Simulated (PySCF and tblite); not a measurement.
Results of a calculation; reference values are marked as such.
System: C₉H₉N, numbered as in [N:1]#[C:2][CH2:3][C:4]1=[CH:5][CH:6]=[CH:7][CH:8]=[CH:9][CH2:10]1.

The path came from a restrained scan, a climbing-image band and a saddle search at GFN2-xTB; energies are PBE0/pcSseg-1 + D3(BJ)//GFN2-xTB, thermal terms GFN2-xTB. Rates follow Eyring's equation with the number of equivalent paths and no tunnelling. Run with tblite and PySCF.

Tunnelling of the moving H, left out here, will speed the real process. DFT energies on a tight-binding saddle of a bond shift can be off by several kcal/mol.

(1) How high is the barrier to the shift of H on C10 from C10 to C6, through which structure does it pass, and what rate follows at 298 K?

## Answers

(1) The electronic barrier is 36.7 kcal/mol and ΔG‡(298 K) 33.9 kcal/mol, over a C1 saddle with an imaginary mode of 1421i cm⁻¹ (GFN2-xTB). With 1 equivalent path, k is 8.3×10⁻¹³ s⁻¹, a mean lifetime of the start of 3.8×10⁴ years against this motion. The end lies 1.3 kcal/mol above the start in free energy.
